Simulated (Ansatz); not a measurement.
System: AlOH₃, charge 0, singlet. AlOH3 (SMILES [AlH2][OH]).
B3LYP-D3(BJ)/def2-TZVP minimum from Ansatz (a program for electronic structure):
```xyz
5

Al    -0.3685    -0.4694     0.0571
H     -0.1018    -1.5063     1.2067
H     -1.5558    -0.5722    -0.9785
O      0.7221     0.8313    -0.0353
H      0.6709     1.5304    -0.6886
```
Charge 0, spin multiplicity 1.

Total energies in cc-pV(T+d)Z, 12 correlated electrons, 6 frozen orbitals. Radicals and triplets start from unrestricted determinants; spin-orbit coupling is neglected. Cores are frozen in correlated methods. No relativity.

```tsv
method	program	energy (Eh)	minus CCSDT(Q) (mEh)
HF	Ansatz	-318.61331	360.83
MP2	Ansatz	-318.94572	28.42
CCSD	Ansatz	-318.96283	11.30
CCSD(T)	Ansatz	-318.97331	0.82
CCSDT(Q)	Ansatz	-318.97414	0.00
```

Rough core times of Ansatz's runs on a shared machine: CCSD(T) under 20 s, CCSDT(Q) 8 min.
